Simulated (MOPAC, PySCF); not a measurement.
C$_{9}$H$_{7}$NSSi, SMILES `c1(C#N)c2c(ccc1[SiH3])ccs2`, neutral singlet in the gas phase. 

Cartesian coordinates (Å):
```xyz
19

N      0.9875    -3.3338    -1.0502
C      0.6941    -2.2487    -0.7076
C      0.3397    -0.9247    -0.2896
C      1.3430     0.0233     0.0429
Si     3.1826    -0.4262    -0.0539
C      0.9397     1.3203     0.4509
C     -0.4051     1.6896     0.5347
C     -1.4150     0.7568     0.2071
C     -2.8477     0.9031     0.2166
C     -3.4940    -0.2442    -0.1706
S     -2.4100    -1.5551    -0.5653
C     -1.0245    -0.5535    -0.2055
H      3.5619    -0.8153    -1.4549
H      3.5008    -1.5663     0.8718
H      3.9606     0.7919     0.3596
H      1.7125     2.0602     0.7100
H     -0.6841     2.7049     0.8552
H     -3.3664     1.8281     0.5016
H     -4.5757    -0.4104    -0.2528
```
Charge 0, multiplicity 1.

All levels are single points at this geometry (PBE-D3(BJ)/def2-SVP); Pople sets use spherical d functions. Orbital energies aren't observables, and empty levels follow the basis.

| level | HOMO (eV) | LUMO (eV) | gap (eV) | dipole (D) | vertical IE, Delta-SCF (eV) |
|---|---|---|---|---|---|
| PBE-D3(BJ)/def2-TZVP in PySCF | -6.01 | -2.88 | 3.13 | 5.10 | 8.27 |
| B3LYP/3-21G in PySCF | -6.54 | -1.85 | 4.69 | 4.88 | – |
| B3LYP/LANL2DZ in PySCF | -6.68 | -2.07 | 4.61 | 5.23 | – |
| M06-2X/6-31G* in PySCF | -7.71 | -1.07 | 6.64 | 5.05 | – |
| PBE/6-31G* in PySCF | -5.77 | -2.56 | 3.20 | 5.03 | 8.10 |
| SVWN5/6-31G* in PySCF | -5.92 | -2.75 | 3.17 | 5.07 | 8.28 |
| HF/STO-3G in PySCF | -6.37 | 5.15 | 11.53 | 3.52 | – |
| PM6 in MOPAC | -8.95 | -1.18 | 7.76 | 4.29 | – |
| PM7 in MOPAC | -8.84 | -1.13 | 7.71 | 4.52 | – |
